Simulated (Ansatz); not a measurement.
Cost and result for the atomization energy of C$_{2}$H$_{6}$GaN, SMILES `[CH2]1N[CH2][GaH]1` (10 atoms, 10 bonds).

```tsv
atom	x (Å)	y (Å)	z (Å)
C1	1.025	0.299	0.556
N2	0.408	0.552	-0.753
C3	-0.927	-0.061	-0.765
Ga4	-0.306	-1.171	0.772
H5	2.097	0.093	0.498
H6	0.872	1.100	1.298
H7	0.406	1.529	-1.018
H8	-1.189	-0.513	-1.726
H9	-1.746	0.616	-0.475
H10	-0.640	-2.444	1.613
```

Total charge 0; spin multiplicity 1. Correlated methods include outer-core shells of Ga, which these sets cover unevenly. Scalar relativity is left out up to krypton. All single points use the PBE0-D4/def2-TZVP geometry. Program: Ansatz. All runs use 4 threads of an Arm Neoverse V2 on a shared host. Times are those of one run each, without the atoms' runs, and a repeat can differ threefold. Electronic energies, without spin–orbit coupling; frozen cores. CCSD(T)/CBS adds CCSD(T) − MP2 in def2-TZVPP to the MP2 limit, and its time is that of the two runs behind it. T1 = 0.012. With those shells the extrapolation isn't a true limit. B3LYP takes the VWN-RPA correlation (the form of Gaussian; ORCA's B3LYP/G).

CCSD(T)/CBS is a level of theory with its own doubt, some kJ/mol a heavy atom from the limit and from the frozen cores, so smaller differences don't rank the functionals.

```
                             level  functions  wall time  atomization (kJ/mol)  difference from CCSD(T)/CBS  per bond
   PBE-D4/def2-TZVPP (with forces)        225        2 s                3461.2                         77.1       7.7
                PBE0-D4/def2-TZVPP        225      2.3 s                3400.3                         16.2       1.6
 B3LYP-D4/def2-TZVPP (with forces)        225      3.4 s                3373.8                        -10.3      -1.0
r2SCAN-D4/def2-TZVPP (with forces)        225        4 s                3382.4                         -1.7      -0.2
                 B2PLYP/def2-TZVPP        225      4.1 s                3339.3                        -44.8      -4.5
                ωB97X-V/def2-TZVPP        225      6.5 s                3399.4                         15.3       1.5
  ωB97M-V/def2-TZVPP (with forces)        225        9 s                3388.1                          4.0       0.4
                    MP2/def2-QZVPP        440       17 s                3393.3                          9.2       0.9
                CCSD(T)/def2-TZVPP        225       31 s                3298.5                        -85.6      -8.6
                 CCSD(T)/CBS(def2)          –       47 s                3384.1                          0.0       0.0
```

The D4 term adds +31.3 kJ/mol with B3LYP and +16.0 kJ/mol with PBE0; it sums over pairs of atoms, weighted by their polarisabilities, and B3LYP, whose exchange is more repulsive, gets the larger term. From PBE to PBE0 (25 % exact exchange), in def2-TZVPP and without D4, the atomization energy moves by −57.7 kJ/mol: exact exchange takes away binding that semilocal exchange gives to molecules. In def2-TZVPP, CCSD(T) changes the Hartree–Fock value by +952.6 kJ/mol (the triples alone add +55.0 kJ/mol) and MP2 by +997.0 kJ/mol; breaking electron pairs costs correlation energy, which Hartree–Fock lacks.
